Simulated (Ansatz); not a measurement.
Mulliken charges of AlH6OPSi (`O[P]([AlH2])[SiH3]`) from r2SCAN/def2-TZVPP in Ansatz (PBE0-D4/def2-TZVP geometry).

```json
{"atom": "O1", "x (Å)": "-1.323", "y (Å)": "1.583", "z (Å)": "-0.034", "charge (e)": "-0.373"}
{"atom": "P2", "x (Å)": "-0.787", "y (Å)": "0.212", "z (Å)": "0.774", "charge (e)": "-0.053"}
{"atom": "Al3", "x (Å)": "1.439", "y (Å)": "0.714", "z (Å)": "1.175", "charge (e)": "0.491"}
{"atom": "Si4", "x (Å)": "-0.382", "y (Å)": "-1.223", "z (Å)": "-0.915", "charge (e)": "0.214"}
{"atom": "H5", "x (Å)": "-2.265", "y (Å)": "1.692", "z (Å)": "0.124", "charge (e)": "0.217"}
{"atom": "H6", "x (Å)": "1.960", "y (Å)": "2.208", "z (Å)": "1.107", "charge (e)": "-0.154"}
{"atom": "H7", "x (Å)": "2.357", "y (Å)": "-0.506", "z (Å)": "1.603", "charge (e)": "-0.156"}
{"atom": "H8", "x (Å)": "-1.668", "y (Å)": "-1.567", "z (Å)": "-1.578", "charge (e)": "-0.067"}
{"atom": "H9", "x (Å)": "0.550", "y (Å)": "-0.725", "z (Å)": "-1.966", "charge (e)": "-0.063"}
{"atom": "H10", "x (Å)": "0.202", "y (Å)": "-2.439", "z (Å)": "-0.287", "charge (e)": "-0.054"}
```

Problem. By hand: the dipole of these point charges (1 e Å = 4.8032 D).

Solution. Σ q r = (0.065, -0.124, 0.204) e Å, of length 0.247 e Å = 1.19 D.

Problem. How does the dipole of the full density compare? (Estimate.)

Solution. Ansatz gave: (-0.198, 0.041, 0.025) e Å, 0.98 D; the point charges give 1.21 times that, at 105° from its direction.

Point charges leave out the atoms' own dipoles, such as those of lone pairs, and Mulliken's split depends on the basis, so the two needn't agree.
